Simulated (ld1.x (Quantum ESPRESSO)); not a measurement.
## Configuration tests for K (Z = 19) (PAW)

- Element: potassium (K)
- Generator: ld1.x (Quantum ESPRESSO) 7.5
- Type: PAW
- Functional: PBE
- Relativity: scalar-relativistic
- Frozen core: [Ne]
- Valence charge: 9
- Reference configuration: 3s2 3p6 3d0 4s0 4p1
- Partial waves: 3s (bound): rcut 1.70, rcutus 2.05 bohr; 4s (bound, empty): rcut 1.70, rcutus 2.05 bohr; 3p (bound): rcut 1.95, rcutus 2.25 bohr; 4p (bound): rcut 1.95, rcutus 2.25 bohr; 3d (bound, empty): rcut 3.55, rcutus 4.60 bohr; 3d channel at 2.2 Ry: rcut 3.55, rcutus 4.60 bohr
- Local potential: all-electron potential smoothed inside 3.65 bohr (lloc = -1)
- Core correction: Bessel-smoothed model core inside 1.65 bohr
- Augmentation charge: BESSEL, radius 1.65 bohr

Energies are relative to the spin-unpolarised reference configuration 3s2 3p6 3d0 4s0 4p1; without spin polarisation the order of configurations can differ from experiment. Not all tests gave a result: 2 of 7 tests not solved or not reliable. Left out of the table: 3s2 3p5 3d0 4s1 4p0 (solver errors, printed error -492 eV); 3s1 3p6 3d0 4s1 4p0 (solver errors, printed error -483 eV).

```csv
valence configuration,charge,ΔE all-electron (eV),error AE − PS (meV)
3s2 3p6 3d0 4s1 4p0,0,-1.553,0.0
3s2 3p6 3d0 4s0 4p0,+1,2.761,0.0
3s2 3p6 3d1 4s0 4p0,0,0.904,+0.2
3s2 3p6 3d0.5 4s0.5 4p0,0,-0.335,-1.1
```

Task: What are ΔE and the potential's error for 3s2 3p6 3d0 4s0.5 4p0?

Result: ΔE = 0.089 eV all-electron; the error (AE − PS) is 0.0 meV.
